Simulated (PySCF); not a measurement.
# [Eu(CO)]2+ at several levels of theory

Computed with PySCF 2.14.0 (density fitting, no spin-orbit coupling) at the geometry relaxed with PBE0:

```xyz
3
[Eu(CO)]2+ (singlet in the valence; each metal's 4f electrons, 7 of them, lie in its core potential, out of spins and levels)
Eu    0.0000    0.0000   -0.6890
C     0.0000    0.0000    2.1627
O     0.0000    0.0000    3.2780
```

```tsv
level	basis	state	HOMO (eV)	gap (eV)	charge on Eu1 (e)	population of f-type functions on Eu1 (polarisation alone where 4f lies in the core)	dipole about the centre of mass (D)	largest force component (eV/Å)
PBE0	Eu lcecp-0-SVP with ECP53, C def2-SVP, O def2-SVP	singlet	–	–	1.83	0.00	2.53	0.00
BP86	the same	singlet	–	–	1.80	0.00	2.24	1.95
r2SCAN	the same	singlet	–	–	1.83	0.00	2.52	0.66
```

In the lcecp rows the 4f levels are missing from HOMO and gap, and the state counts the valence alone.

Charges are Mulliken's, which hang on the basis. The relaxation used the grid (50, 194), these runs (75, 302) or, all-electron (x2c bases, spin-free X2C Hamiltonian), (99, 590).

Problem. What does PBE0 with Eu lcecp-0-TZVP with ECP53, C def2-TZVP, O def2-TZVP give here?

Solution. state singlet, charge on Eu1 (e) 1.88, population of f-type functions on Eu1 (polarisation alone where 4f lies in the core) 0.00, dipole about the centre of mass (D) 2.48, largest force component (eV/Å) 0.66. Time: 4.1 s on 2 threads of Intel(R) Xeon(R) Platinum 8488C (Sapphire Rapids), on a shared host, from free ions and atoms.

An lcecp potential fixes the number of 4f electrons, so in runs with it no electron can move into or out of that shell.
